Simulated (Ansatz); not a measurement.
C2H8GaNSi (`[CH3][GaH]/[N]=C\[SiH3]`), relaxed with RKS PBE0-D4/def2-TZVP in Ansatz 0.2.0 from a GFN2-xTB geometry. The force threshold is 0.005 eV/Å; the program also tests the step.

Total charge 0; spin multiplicity 1.

Start:

```xyz
13

C    -1.465    2.141    0.914
Ga   -0.418    0.516    1.508
N     0.999   -0.084    0.551
C     1.536   -0.738   -0.377
Si    0.672   -1.898   -1.626
H    -2.459    1.861    0.556
H    -1.589    2.860    1.728
H    -0.929    2.625    0.093
H    -0.413   -0.155    2.916
H     2.628   -0.641   -0.499
H     0.811   -1.281   -2.946
H     1.364   -3.185   -1.577
H    -0.737   -2.019   -1.241
```

```tsv
step	energy (eV)	largest force (eV/Å)	largest move (Å)
1	-63936.3145	0.912	0.000
2	-63936.3972	0.304	0.110
3 (rejected)	-63936.3947	0.517	0.069
4	-63936.4091	0.125	0.034
5	-63936.4149	0.048	0.100
6	-63936.4161	0.098	0.056
7	-63936.4169	0.033	0.017
8	-63936.4171	0.042	0.024
9	-63936.4175	0.023	0.010
10	-63936.4178	0.036	0.021
11	-63936.4179	0.049	0.024
12	-63936.4180	0.023	0.006
13	-63936.4182	0.009	0.014
14	-63936.4182	0.012	0.019
15	-63936.4182	0.009	0.013
16	-63936.4182	0.007	0.012
17	-63936.4183	0.012	0.011
18 (rejected)	-63936.4183	0.023	0.012
19	-63936.4183	0.008	0.006
20	-63936.4183	0.004	0.007
```

End:

```xyz
13

C    -1.405    2.072    0.899
Ga   -0.441    0.471    1.486
N     1.043    0.015    0.522
C     1.596   -0.621   -0.403
Si    0.678   -1.826   -1.549
H    -2.444    1.821    0.671
H    -1.417    2.827    1.688
H    -0.946    2.500    0.008
H    -0.642   -0.356    2.794
H     2.682   -0.484   -0.571
H     0.801   -1.397   -2.970
H     1.246   -3.197   -1.438
H    -0.751   -1.826   -1.136
```

Run time 38 s (2 threads of an AMD EPYC 7R13 on a shared host and a share of an NVIDIA H100 80 GB); peak host memory 0.86 GiB.
